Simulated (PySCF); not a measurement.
Coordinates in bohr (charge 0 multiplicity 2):
```
Tc    0.0000    0.0000    1.5857
O     0.0000    0.0000    4.6797
I     4.1540    0.0000   -0.9056
I    -4.1540    0.0000   -0.9056
```

Computed with UPBE in PySCF with Tc def2-SVP with ECP28, O def2-SVP, I def2-SVP with ECP28; scalar-relativistic core potentials, no spin–orbit coupling; density-fitted integrals.

This geometry of TcOI₂ is a stationary point at this level.

Q: What is the point group?

A: C2v.

Q: Is it a minimum?

A: Yes: all harmonic wavenumbers are real, though the softest, 52 cm⁻¹, leaves little margin.

Q: Which band is strongest in the infrared?

A: 1048 cm⁻¹ (a1), 153 km/mol.

Q: Give the ideal-gas entropy at 298.15 K and 1 bar by parts.

A: translation 182.6, rotation 125.1, vibration 61.2, spin 5.8; total 374.7 J/(mol K).

Q: What is the atomisation energy, with and without zero-point energy?

A: 1272 kJ/mol without, 1261 kJ/mol with.

This need not be the most stable arrangement of these atoms. Other spin states or occupations of the open shell can lie lower. Spin–orbit coupling, left out here, can matter for elements this heavy.
